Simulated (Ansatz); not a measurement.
Species: C₂H₄N, charge 0, multiplicity 2. It need not be the lowest isomer of its formula. SMILES: [CH]=NC
Geometry: optimised at B3LYP-D3(BJ)/def2-TZVP (Ansatz, a program for electronic structure).

Wanted: vertical ionisation energy (to the singlet state of charge +1; each state is the SCF solution reached for its spin; for the singlet the Hartree-Fock reference is unstable and T1 is 0.019), in eV. Cores are frozen in the correlated levels unless marked. UHF or UKS for open shells. Spin-orbit coupling is left out. No relativistic terms. CBS marks a two-point X^-3 extrapolation of the correlation energy; Hartree-Fock from the larger set. [CCSD(T)-MP2]/basis is that difference in the basis named.

```csv
level,program,vertical ionisation energy (eV)
HF/aug-cc-pVDZ,Ansatz,8.13
r2SCAN/def2-TZVPD,Ansatz,8.19
wB97X-V/def2-TZVPD,Ansatz,8.22
RI-MP2/aug-cc-pVQZ,Ansatz,7.45
```

### Question
What does RI-MP2/CBS(aug-cc-pVTZ,aug-cc-pVQZ)+[CCSD(T)-MP2]/aug-cc-pVDZ (Ansatz) give?

### Answer
7.82 eV
